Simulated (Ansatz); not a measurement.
**Question.** Name a neutral molecule of C, Sn and H with size of the dipole moment (ωB97M-V/def2-TZVPP) between 1.90 and 2.20 D and HOMO energy (PBE0/def2-TZVPP) between -6.40 and -6.10 eV (Ansatz, PBE0-D4/def2-TZVP geometry).

**Answer.** `CC1=C[CH]1[SnH3]` (1.93 D, -6.34 eV). Other molecules can fit too; these were computed, each in one conformer that needn't be the lowest.
